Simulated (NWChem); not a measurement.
GeNH2Cl2F; SMILES [NH2][Ge]([F])([Cl])[Cl]

```xyz
7

N      1.6325    -0.1521     1.2171
Ge     0.3235     0.0022    -0.0351
F      1.0552    -0.0179    -1.6154
Cl    -0.9846    -1.6943     0.1237
Cl    -0.8122     1.8403     0.0145
H      2.0565     0.7478     1.4727
H      1.2915    -0.6180     2.0664
```
Atoms are numbered in this order, from 1.

Computed with NWChem. Pople sets run with spherical d functions. Geometry: optimised at PBE-D3(BJ)/def2-SVP. Vzz is the largest principal value of the second derivative of the potential at the nucleus (NWChem prints the opposite sign); η is the asymmetry. Non-relativistic.

**Question.** What does the run give for Hartree-Fock/6-31G*? Quantities: Vzz N1 (a.u.); η N1; Vzz Ge2 (a.u.); η Ge2; Vzz Cl4 (a.u.); η Cl4; Vzz Cl5 (a.u.); η Cl5.

**Answer.** The vzz N1 (a.u.) is -0.878, the η N1 is 0.02 and the vzz Ge2 (a.u.) is -0.929. The η Ge2 is 0.21. The vzz Cl4 (a.u.) is 2.530. The η Cl4 is 0.02 and the vzz Cl5 (a.u.) comes out as 2.486. The η Cl5 is 0.03.
